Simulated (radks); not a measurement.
The numbers below are computed, except where a source is named.
Task: The mean radii <r> (bohr) of the occupied orbitals of an atom or ion are listed with their occupations. Code: a radial shooting solver on a logarithmic mesh with Libxc functionals. Model: non-relativistic Kohn-Sham, PBE, spin-polarised, spherical densities, point nucleus.

orbital  occ.      <r>
1s down     1  0.06157
1s up       1  0.06157
2s up       1   0.2827
2s down     1   0.2822
2p up       3   0.2485
2p down     3   0.2479
3s up       1   0.8596
3s down     1   0.8631
3p up       3   0.9066
3p down     3   0.9136
3d up       5    1.182
4s up       1    3.045
4s down     1    3.316

Name the element and its charge. Open shells, if any, are filled with parallel spins first.

Result: Z = 25, manganese, charge 0: Mn in [Ar] 3d5 4s2. The 1s radius gives Z: for a bare nucleus <r> = 1.5/Z, 0.06 bohr for Z = 25, and screening makes it slightly larger (0.06157 here). The occupations add up to 25, and the charge is Z minus that.
